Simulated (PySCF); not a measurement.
# Structure elucidation problem

Molecular formula: C₇H₈NP₃. Simulated spectra:

1H NMR (500 MHz, computed): δ 11.18 (m, 1H), 3.76 (m, 1H), 1.80 (d, 6H).

13C{1H} NMR (computed): δ 231.3 (C), 188.2 (CH), 173.6 (C), 126.6 (C), 47.7 (CH), 34.1 (CH3).

[PySCF: shielding tensors at PBE0/pcSseg-1 (GIAO); structure optimised with GFN2-xTB; relativity neglected; one computed conformer; no solvent model; one averaged value for each set of equivalent atoms]

Referencing at the same level of theory: TMS for 1H (σ = 31.72 ppm), 13C (σ = 186.93 ppm).

Q: Deduce the structure.

A: 
1. 6 carbon signals for 7 carbons: some carbons are equivalent by symmetry or fast rotation.
2. Carbon types of the structure: 3 × C, 2 × CH, 2 × CH3, which accounts for all hydrogens.
3. δC 231.3, 173.6: substituted aromatic carbon.
4. δC 188.2: aromatic CH.
5. δC 126.6: nitrile carbon; this is the usual window of a C≡N carbon, which has no attached hydrogen.
6. δC 47.7: sp3 CH on an aromatic ring; a saturated carbon with 3 carbon neighbours and no heteroatom attached.
7. δC 34.1: methyl carbon; aliphatic region, no heteroatom directly attached.
8. δH 11.18: hydrogen on an aromatic CH; aromatic region.
9. δH 3.76: hydrogen on an sp3 CH on an aromatic ring.

These data were computed for SMILES CC(C)c1pcpc(C#N)p1.

The data come from this structure; uniqueness wasn't tested.

Splittings by 31P in the carbon and heteronuclear signals aren't shown, as no couplings were computed. Shifts are as computed. Against solution values, carbons near 30 ppm lie about +3 ppm off and those near 130 ppm about +5 ppm. Of 1211 compounds with measured shifts, 218 miss one by over three times the rms of a fit or turn the order of signals round; such compounds aren't used in these exercises. No couplings were computed; multiplicities are counted from neighbouring protons, with m where these are inequivalent, close in shift, in a saturated or five-membered ring or joined by F or P, and br s for small geminal =CH2 splittings.
